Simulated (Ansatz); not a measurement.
Cs₇⁻. Total charge -1; singlet. Geometry B3LYP/def2-SVPD.

```
atom   x (Å)   y (Å)   z (Å)
 Cs1   3.472  -1.487  -1.393
 Cs2  -2.587  -0.793  -0.199
 Cs3   1.719   3.549   1.114
 Cs4   2.114  -0.920   3.614
 Cs5  -2.160   4.100  -2.115
 Cs6  -2.473  -3.844   3.828
 Cs7  -0.086  -0.604  -4.850
```

In the def2 sets Cs takes a core potential; there is no spin–orbit coupling. B3LYP takes the VWN-RPA correlation. The restricted singlet is unstable towards broken spin symmetry in Hartree–Fock (as tested in another run); at revPBE/def2-TZVPD, r2SCAN/def2-TZVPD, B3LYP/def2-TZVPD, PBE0/def2-TZVPD and others this wasn't settled. Another isomer (singlet) lies 0.17 eV lower at PBE0/def2-TZVPD; other spin states weren't run for this one.

**Question.** Estimate the orbital energies around the gap (eV) in Ansatz with revPBE/def2-TZVPD, r2SCAN/def2-TZVPD, B3LYP/def2-TZVPD, PBE0/def2-TZVPD, BHLYP/def2-TZVPD.

**Answer.** 
```
orbital  revPBE/def2-TZVPD  r2SCAN/def2-TZVPD  B3LYP/def2-TZVPD  PBE0/def2-TZVPD  BHLYP/def2-TZVPD
HOMO−13             -11.19             -11.74            -12.28           -12.60            -13.88
HOMO−12             -11.18             -11.74            -12.28           -12.60            -13.88
HOMO−11             -11.17             -11.72            -12.27           -12.59            -13.87
HOMO−10             -11.16             -11.71            -12.27           -12.58            -13.86
 HOMO−9             -11.16             -11.71            -12.27           -12.57            -13.85
 HOMO−8             -11.15             -11.70            -12.26           -12.57            -13.85
 HOMO−7             -11.14             -11.69            -12.26           -12.56            -13.83
 HOMO−6             -11.13             -11.68            -12.24           -12.55            -13.83
 HOMO−5             -11.10             -11.65            -12.22           -12.52            -13.82
 HOMO−4             -11.10             -11.64            -12.22           -12.51            -13.82
 HOMO−3              -0.82              -0.94             -1.20            -1.35             -1.64
 HOMO−2              -0.35              -0.44             -0.60            -0.71             -0.86
 HOMO−1              -0.21              -0.27             -0.46            -0.53             -0.68
   HOMO              -0.16              -0.22             -0.41            -0.48             -0.62
   LUMO               0.29               0.27              0.53             0.54              0.97
 LUMO+1               0.37               0.36              0.56             0.59              0.98
 LUMO+2               0.40               0.41              0.58             0.64              0.99
 LUMO+3               0.66               0.60              0.98             0.92              1.37
 LUMO+4               0.72               0.68              1.05             0.97              1.43
 LUMO+5               0.73               0.70              1.05             0.99              1.45
```
